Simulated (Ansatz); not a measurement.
Ansatz (an electronic-structure program) input (HF/3-21G): The .json file is the Basis Set Exchange's 3-21G.

Ansatz 0.2 input:
```yaml
crystal:
  periodic: [false, false, false]
  atoms:
    - {symbol: O, position_ang: [1.57209873, -0.43173694, -0.04118816]}
    - {symbol: Si, position_ang: [0.01768264, 0.00210151, -0.00153929]}
    - {symbol: O, position_ang: [-0.92097322, -1.28950594, 0.26266963]}
    - {symbol: F, position_ang: [-0.22524965, 1.10734403, 1.12859239]}
    - {symbol: F, position_ang: [-0.39673819, 0.72113729, -1.36865949]}
    - {symbol: H, position_ang: [2.00129191, -1.27889194, 0.06035356]}
    - {symbol: H, position_ang: [-1.85996239, -1.43691800, 0.34994854]}
basis:
  gaussian:
    orbitals: 3-21G.json
hamiltonian:
  xc: {name: HF}
phonons: {temperatures: {t_min: 298.15, t_max: 298.15, t_step: 100}}
```

Output:

```
Functional definition: HF
integrals: 0.01 GiB planned
570 factors; integrals over basis functions are off by at most 1.3e-4 eV
mean field: 0.12 GiB planned
mean field evaluation 1: about -17289.6435 eV, gradient 4.5e1 eV
mean field evaluation 2: about -17289.7996 eV, gradient 4.6e1 eV
mean field evaluation 4: about -17293.0040 eV, gradient 1.7e0 eV
mean field evaluation 8: about -17293.0326 eV, gradient 1.8e-1 eV
mean field -17293.03270608 eV, -635.5072303099 hartree, gradient 8.2e-5 eV, S^2 0.000000; 0 other end points of the search recorded, 0 dependent functions left out
the calculation of the forces begins
reference -17293.03270608 eV, -635.5072303099 hartree; 25, 25 occupied and 28, 28 virtual orbitals, 570 factors
these checks for a lower state are left out or cut short: stability, starts, cluster_reference, orbital_swaps, neighbouring_geometries, increment
integrals: 0.01 GiB planned
570 factors; integrals over basis functions are off by at most 1.3e-4 eV
mean field: 0.12 GiB planned
mean field evaluation 16: about -17293.0281 eV, gradient 1.7e0 eV
mean field -17293.03253638 eV, -635.5072240735 hartree, gradient 5.3e-6 eV, S^2 0.000000; 0 other end points of the search recorded, 0 dependent functions left out
the calculation of the forces begins
reference -17293.03253638 eV, -635.5072240735 hartree; 25, 25 occupied and 28, 28 virtual orbitals, 570 factors
these checks for a lower state are left out or cut short: stability, starts, cluster_reference, orbital_swaps, neighbouring_geometries, increment
integrals: 0.01 GiB planned
570 factors; integrals over basis functions are off by at most 1.3e-4 eV
mean field: 0.12 GiB planned
mean field evaluation 32: about -17293.0325 eV, gradient 5.3e-6 eV
mean field -17293.03253523 eV, -635.5072240311 hartree, gradient 5.3e-6 eV, S^2 0.000000; 0 other end points of the search recorded, 0 dependent functions left out
the calculation of the forces begins
reference -17293.03253523 eV, -635.5072240311 hartree; 25, 25 occupied and 28, 28 virtual orbitals, 570 factors
these checks for a lower state are left out or cut short: stability, starts, cluster_reference, orbital_swaps, neighbouring_geometries, increment
integrals: 0.01 GiB planned
570 factors; integrals over basis functions are off by at most 1.3e-4 eV
mean field: 0.12 GiB planned
mean field -17293.03261830 eV, -635.5072270840 hartree, gradient 5.3e-6 eV, S^2 0.000000; 0 other end points of the search recorded, 0 dependent functions left out
the calculation of the forces begins
reference -17293.03261830 eV, -635.5072270840 hartree; 25, 25 occupied and 28, 28 virtual orbitals, 570 factors
these checks for a lower state are left out or cut short: stability, starts, cluster_reference, orbital_swaps, neighbouring_geometries, increment
integrals: 0.01 GiB planned
570 factors; integrals over basis functions are off by at most 1.3e-4 eV
mean field: 0.12 GiB planned
mean field -17293.03261850 eV, -635.5072270912 hartree, gradient 5.3e-6 eV, S^2 0.000000; 0 other end points of the search recorded, 0 dependent functions left out
the calculation of the forces begins
reference -17293.03261850 eV, -635.5072270912 hartree; 25, 25 occupied and 28, 28 virtual orbitals, 570 factors
these checks for a lower state are left out or cut short: stability, starts, cluster_reference, orbital_swaps, neighbouring_geometries, increment
integrals: 0.01 GiB planned
570 factors; integrals over basis functions are off by at most 1.3e-4 eV
mean field: 0.12 GiB planned
mean field -17293.03248660 eV, -635.5072222441 hartree, gradient 5.3e-6 eV, S^2 0.000000; 0 other end points of the search recorded, 0 dependent functions left out
the calculation of the forces begins
reference -17293.03248660 eV, -635.5072222441 hartree; 25, 25 occupied and 28, 28 virtual orbitals, 570 factors
these checks for a lower state are left out or cut short: stability, starts, cluster_reference, orbital_swaps, neighbouring_geometries, increment
integrals: 0.01 GiB planned
570 factors; integrals over basis functions are off by at most 1.3e-4 eV
mean field: 0.12 GiB planned
mean field evaluation 64: about -17293.0280 eV, gradient 1.7e0 eV
mean field -17293.03248297 eV, -635.5072221107 hartree, gradient 5.3e-6 eV, S^2 0.000000; 0 other end points of the search recorded, 0 dependent functions left out
the calculation of the forces begins
reference -17293.03248297 eV, -635.5072221107 hartree; 25, 25 occupied and 28, 28 virtual orbitals, 570 factors
these checks for a lower state are left out or cut short: stability, starts, cluster_reference, orbital_swaps, neighbouring_geometries, increment
integrals: 0.01 GiB planned
570 factors; integrals over basis functions are off by at most 1.3e-4 eV
mean field: 0.12 GiB planned
[...]
the calculation of the forces begins
reference -17293.03269141 eV, -635.5072297706 hartree; 25, 25 occupied and 28, 28 virtual orbitals, 570 factors
these checks for a lower state are left out or cut short: stability, starts, cluster_reference, orbital_swaps, neighbouring_geometries, increment
integrals: 0.01 GiB planned
570 factors; integrals over basis functions are off by at most 1.3e-4 eV
mean field: 0.12 GiB planned
mean field -17293.03263132 eV, -635.5072275623 hartree, gradient 5.3e-6 eV, S^2 0.000000; 0 other end points of the search recorded, 0 dependent functions left out
the calculation of the forces begins
reference -17293.03263132 eV, -635.5072275623 hartree; 25, 25 occupied and 28, 28 virtual orbitals, 570 factors
these checks for a lower state are left out or cut short: stability, starts, cluster_reference, orbital_swaps, neighbouring_geometries, increment
integrals: 0.01 GiB planned
570 factors; integrals over basis functions are off by at most 1.3e-4 eV
mean field: 0.12 GiB planned
mean field evaluation 160: about -17293.0326 eV, gradient 1.4e-6 eV
mean field -17293.03263161 eV, -635.5072275732 hartree, gradient 5.3e-6 eV, S^2 0.000000; 0 other end points of the search recorded, 0 dependent functions left out
the calculation of the forces begins
reference -17293.03263161 eV, -635.5072275732 hartree; 25, 25 occupied and 28, 28 virtual orbitals, 570 factors
these checks for a lower state are left out or cut short: stability, starts, cluster_reference, orbital_swaps, neighbouring_geometries, increment
integrals: 0.01 GiB planned
570 factors; integrals over basis functions are off by at most 1.3e-4 eV
mean field: 0.12 GiB planned
mean field -17293.03262849 eV, -635.5072274585 hartree, gradient 5.3e-6 eV, S^2 0.000000; 0 other end points of the search recorded, 0 dependent functions left out
the calculation of the forces begins
reference -17293.03262849 eV, -635.5072274585 hartree; 25, 25 occupied and 28, 28 virtual orbitals, 570 factors
these checks for a lower state are left out or cut short: stability, starts, cluster_reference, orbital_swaps, neighbouring_geometries, increment
integrals: 0.01 GiB planned
570 factors; integrals over basis functions are off by at most 1.3e-4 eV
mean field: 0.12 GiB planned
mean field -17293.03262755 eV, -635.5072274238 hartree, gradient 5.3e-6 eV, S^2 0.000000; 0 other end points of the search recorded, 0 dependent functions left out
the calculation of the forces begins
reference -17293.03262755 eV, -635.5072274238 hartree; 25, 25 occupied and 28, 28 virtual orbitals, 570 factors
these checks for a lower state are left out or cut short: stability, starts, cluster_reference, orbital_swaps, neighbouring_geometries, increment
integrals: 0.01 GiB planned
570 factors; integrals over basis functions are off by at most 1.3e-4 eV
mean field: 0.12 GiB planned
mean field -17293.03256470 eV, -635.5072251142 hartree, gradient 5.3e-6 eV, S^2 0.000000; 0 other end points of the search recorded, 0 dependent functions left out
the calculation of the forces begins
reference -17293.03256470 eV, -635.5072251142 hartree; 25, 25 occupied and 28, 28 virtual orbitals, 570 factors
these checks for a lower state are left out or cut short: stability, starts, cluster_reference, orbital_swaps, neighbouring_geometries, increment
integrals: 0.01 GiB planned
570 factors; integrals over basis functions are off by at most 1.3e-4 eV
mean field: 0.12 GiB planned
mean field evaluation 192: about -17292.7224 eV, gradient 1.7e0 eV
mean field -17293.03256866 eV, -635.5072252598 hartree, gradient 5.3e-6 eV, S^2 0.000000; 0 other end points of the search recorded, 0 dependent functions left out
the calculation of the forces begins
reference -17293.03256866 eV, -635.5072252598 hartree; 25, 25 occupied and 28, 28 virtual orbitals, 570 factors
these checks for a lower state are left out or cut short: stability, starts, cluster_reference, orbital_swaps, neighbouring_geometries, increment
integrals: 0.01 GiB planned
570 factors; integrals over basis functions are off by at most 1.3e-4 eV
mean field: 0.12 GiB planned
mean field -17293.03268423 eV, -635.5072295069 hartree, gradient 5.3e-6 eV, S^2 0.000000; 0 other end points of the search recorded, 0 dependent functions left out
the calculation of the forces begins
reference -17293.03268423 eV, -635.5072295069 hartree; 25, 25 occupied and 28, 28 virtual orbitals, 570 factors
these checks for a lower state are left out or cut short: stability, starts, cluster_reference, orbital_swaps, neighbouring_geometries, increment
integrals: 0.01 GiB planned
570 factors; integrals over basis functions are off by at most 1.3e-4 eV
mean field: 0.12 GiB planned
mean field -17293.03268248 eV, -635.5072294427 hartree, gradient 5.3e-6 eV, S^2 0.000000; 0 other end points of the search recorded, 0 dependent functions left out
the calculation of the forces begins
reference -17293.03268248 eV, -635.5072294427 hartree; 25, 25 occupied and 28, 28 virtual orbitals, 570 factors
these checks for a lower state are left out or cut short: stability, starts, cluster_reference, orbital_swaps, neighbouring_geometries, increment
integrals: 0.01 GiB planned
570 factors; integrals over basis functions are off by at most 1.3e-4 eV
mean field: 0.12 GiB planned
mean field evaluation 224: about -17293.0327 eV, gradient 2.3e-2 eV
mean field -17293.03269590 eV, -635.5072299356 hartree, gradient 5.3e-6 eV, S^2 0.000000; 0 other end points of the search recorded, 0 dependent functions left out
the calculation of the forces begins
reference -17293.03269590 eV, -635.5072299356 hartree; 25, 25 occupied and 28, 28 virtual orbitals, 570 factors
these checks for a lower state are left out or cut short: stability, starts, cluster_reference, orbital_swaps, neighbouring_geometries, increment
integrals: 0.01 GiB planned
570 factors; integrals over basis functions are off by at most 1.3e-4 eV
mean field: 0.12 GiB planned
mean field -17293.03269252 eV, -635.5072298116 hartree, gradient 5.3e-6 eV, S^2 0.000000; 0 other end points of the search recorded, 0 dependent functions left out
the calculation of the forces begins
reference -17293.03269252 eV, -635.5072298116 hartree; 25, 25 occupied and 28, 28 virtual orbitals, 570 factors
these checks for a lower state are left out or cut short: stability, starts, cluster_reference, orbital_swaps, neighbouring_geometries, increment
integrals: 0.01 GiB planned
570 factors; integrals over basis functions are off by at most 1.4e-4 eV
mean field: 0.12 GiB planned
mean field -17293.03262018 eV, -635.5072271531 hartree, gradient 5.3e-6 eV, S^2 0.000000; 0 other end points of the search recorded, 0 dependent functions left out
the calculation of the forces begins
reference -17293.03262018 eV, -635.5072271531 hartree; 25, 25 occupied and 28, 28 virtual orbitals, 570 factors
these checks for a lower state are left out or cut short: stability, starts, cluster_reference, orbital_swaps, neighbouring_geometries, increment
integrals: 0.01 GiB planned
570 factors; integrals over basis functions are off by at most 1.3e-4 eV
mean field: 0.12 GiB planned
mean field evaluation 256: about -17293.0326 eV, gradient 2.0e-6 eV
mean field -17293.03261832 eV, -635.5072270847 hartree, gradient 5.3e-6 eV, S^2 0.000000; 0 other end points of the search recorded, 0 dependent functions left out
the calculation of the forces begins
reference -17293.03261832 eV, -635.5072270847 hartree; 25, 25 occupied and 28, 28 virtual orbitals, 570 factors
Total energy: -17293.03270608 eV, -635.5072303099 hartree
Atom 0 at     1.572099    -0.431737    -0.041188 Å, force    -0.000196    -0.000035     0.000019 eV/Å
Atom 1 at     0.017683     0.002102    -0.001539 Å, force    -0.002254     0.000696     0.000047 eV/Å
Atom 2 at    -0.920973    -1.289506     0.262670 Å, force     0.000666    -0.000475     0.000028 eV/Å
Atom 3 at    -0.225250     1.107344     1.128592 Å, force     0.000316    -0.000118     0.000122 eV/Å
Atom 4 at    -0.396738     0.721137    -1.368659 Å, force     0.000300    -0.000156    -0.000122 eV/Å
Atom 5 at     2.001292    -1.278892     0.060354 Å, force     0.000546    -0.000547     0.000047 eV/Å
Atom 6 at    -1.859962    -1.436918     0.349949 Å, force     0.000621     0.000635    -0.000141 eV/Å
Dipole moment:    -0.199658    -0.653181     0.114727 e Å
Vibrations: 189.72 191.82 266.47 315.32 372.28 396.35 430.86 646.02 657.96 870.96 1101.46 1147.16 1187.37 4060.71 4066.41 cm⁻¹, zero-point energy 0.985727 eV
```

The blocks after the first are displaced geometries, from whose forces the wavenumbers follow.
